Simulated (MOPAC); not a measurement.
Job for MOPAC: PM6 on CH2F2N2 (a complex), monomers drawn apart or pushed together.

```
PM6 1SCF PRECISE CHARGE=0 THREADS=1
CH2F2N2

N      0.35842510 1     0.06215926 1    -0.26468266 1
N     -0.49305022 1    -0.03038760 1     0.41040955 1
F      0.42897219 1    -1.29840390 1     2.89613140 1
C     -0.31202716 1    -0.26487673 1     3.38523361 1
F      0.32234700 1     0.90173158 1     3.08028033 1
H     -0.36780612 1    -0.35848360 1     4.47097067 1
H     -1.28633681 1    -0.27110505 1     2.89561848 1
```

Output:

```
*******************************************************************************
 **                                                                           **
 **                              MOPAC v23.2.5                                **
 **                                                                           **
 *******************************************************************************
 ** MOPAC's Digital Object Identifier: https://doi.org/10.5281/zenodo.6511958 **
 **                                                                           **
 ** Please cite the open-source release paper for use of this MOPAC version:  **
 ** J. E. Moussa and J. J. P. Stewart (2026)                                  **
 ** MOPAC: An open-source semiempirical molecular orbital program             **
 ** J. Open Source Softw., 11(119), 8025, https://doi.org/10.21105/joss.08025 **
 *******************************************************************************

                              PM6 CALCULATION RESULTS

 *******************************************************************************
 *  PM6        - The PM6 Hamiltonian to be used
 *
 *
 *
 *                 CHARGE ON SYSTEM = 0
 *
 *
 *
 *  PRECISE    - TIGHTER CRITERIA TO BE USED
 *  1SCF       - DO 1 SCF AND THEN STOP
 *  THREADS=1  - MULTI-THREADING NOT USED
 *  T=         - A TIME OF 172800.0 SECONDS REQUESTED
 *  DUMP=N     - RESTART FILE WRITTEN EVERY 7200.0 SECONDS REQUESTED
 *******************************************************************************
PM6 1SCF PRECISE CHARGE=0 THREADS=1
 CH2F2N2

   ATOM   CHEMICAL          X               Y               Z
  NUMBER   SYMBOL      (ANGSTROMS)     (ANGSTROMS)     (ANGSTROMS)

     1       N          0.35842510  *   0.06215926  *  -0.26468266  *
     2       N         -0.49305022  *  -0.03038760  *   0.41040955  *
     3       F          0.42897219  *  -1.29840390  *   2.89613140  *
     4       C         -0.31202716  *  -0.26487673  *   3.38523361  *
     5       F          0.32234700  *   0.90173158  *   3.08028033  *
     6       H         -0.36780612  *  -0.35848360  *   4.47097067  *
     7       H         -1.28633681  *  -0.27110505  *   2.89561848  *



          CARTESIAN COORDINATES

    NO.       ATOM           X           Y           Z

     1         N          0.3584      0.0622     -0.2647
     2         N         -0.4931     -0.0304      0.4104
     3         F          0.4290     -1.2984      2.8961
     4         C         -0.3120     -0.2649      3.3852
     5         F          0.3223      0.9017      3.0803
     6         H         -0.3678     -0.3585      4.4710
     7         H         -1.2863     -0.2711      2.8956

 General Reference for PM6:
 "Optimization of Parameters for Semiempirical Methods V: Modification of NDDO Approximations
 and Application to 70 Elements", J. J. P. Stewart, J. Mol. Mod., 13, 1173-1213 (2007)
 URL: https://link.springer.com/article/10.1007/s00894-007-0233-4

           Empirical Formula: C H2 N2 F2  =     7 atoms



      MOLECULAR POINT GROUP   :   Cs


      RHF CALCULATION, NO. OF DOUBLY OCCUPIED LEVELS = 15


 -------------------------------------------------------------------------------
 PM6 1SCF PRECISE CHARGE=0 THREADS=1
 CH2F2N2



     1SCF WAS SPECIFIED, SO BFGS WAS NOT USED
     SCF FIELD WAS ACHIEVED


                              PM6 CALCULATION
                                                       MOPAC v23.2.5 Linux




          FINAL HEAT OF FORMATION =        -61.71163 KCAL/MOL =    -258.20146 KJ/MOL


          COSMO AREA              =        108.16 SQUARE ANGSTROMS
          COSMO VOLUME            =         90.64 CUBIC ANGSTROMS

          IONIZATION POTENTIAL    =         12.605684 EV
          HOMO LUMO ENERGIES (EV) =        -12.606  0.286
          NO. OF FILLED LEVELS    =         15
          MOLECULAR WEIGHT        =         80.0370         POINT GROUP:  Cs

          MOLECULAR DIMENSIONS (Angstroms)

            Atom       Atom       Distance
            H     6    N     1     4.80945
            F     5    F     3     2.21040
            F     3    H     7     1.65786


          SCF CALCULATIONS        =          1





   ATOM   CHEMICAL          X               Y               Z
  NUMBER   SYMBOL      (ANGSTROMS)     (ANGSTROMS)     (ANGSTROMS)

     1       N          0.35842510  *   0.06215926  *  -0.26468266  *
     2       N         -0.49305022  *  -0.03038760  *   0.41040955  *
     3       F          0.42897219  *  -1.29840390  *   2.89613140  *
     4       C         -0.31202716  *  -0.26487673  *   3.38523361  *
     5       F          0.32234700  *   0.90173158  *   3.08028033  *
     6       H         -0.36780612  *  -0.35848360  *   4.47097067  *
     7       H         -1.28633681  *  -0.27110505  *   2.89561848  *

                             CARTESIAN COORDINATES

   1    N        0.358425100     0.062159260    -0.264682660
   2    N       -0.493050220    -0.030387600     0.410409550
   3    F        0.428972190    -1.298403900     2.896131400
   4    C       -0.312027160    -0.264876730     3.385233610
   5    F        0.322347000     0.901731580     3.080280330
   6    H       -0.367806120    -0.358483600     4.470970670
   7    H       -1.286336810    -0.271105050     2.895618480


           Empirical Formula: C H2 N2 F2  =     7 atoms



      MOLECULAR POINT GROUP   :   Cs


                  EIGENVALUES
 -41.85431 -41.78336 -38.16833 -25.19294 -18.84825 -18.47917 -18.07572 -17.82787
 -16.86114 -16.82881 -16.45497 -15.49470 -14.74538 -13.40537 -12.60568   0.28577
   0.28874   2.49982   2.56378   3.62862   4.52742   4.66305


              NET ATOMIC CHARGES AND DIPOLE CONTRIBUTIONS

  ATOM NO.   TYPE          CHARGE      No. of ELECS.   s-Pop       p-Pop
    1          N           0.014799        4.9852     1.78888     3.19633
    2          N          -0.014913        5.0149     1.78818     3.22673
    3          F          -0.182968        7.1830     1.97206     5.21091
    4          C           0.091084        3.9089     1.15533     2.75358
    5          F          -0.182865        7.1829     1.97206     5.21081
    6          H           0.132020        0.8680     0.86798
    7          H           0.142843        0.8572     0.85716
 DIPOLE           X         Y         Z       TOTAL
 POINT-CHG.    -1.852    -0.174     1.004     2.113
 HYBRID         0.235     0.020    -0.105     0.258
 SUM           -1.617    -0.153     0.899     1.857


          ATOMIC ORBITAL ELECTRON POPULATIONS

     Atom    s        px        py        pz
    1  N   1.78888   1.12345   0.99564   1.07724
    2  N   1.78818   1.13387   1.00742   1.08544
    3  F   1.97206   1.77695   1.53520   1.89876
    4  C   1.15533   0.94654   0.75330   1.05374
    5  F   1.97206   1.83419   1.42084   1.95579
    6  H   0.86798
    7  H   0.85716

 **********************
 *                    *
 * JOB ENDED NORMALLY *
 *                    *
 **********************




 == MOPAC DONE ==
```

The run finished.

Cost: around 0.020 core-seconds (rough).
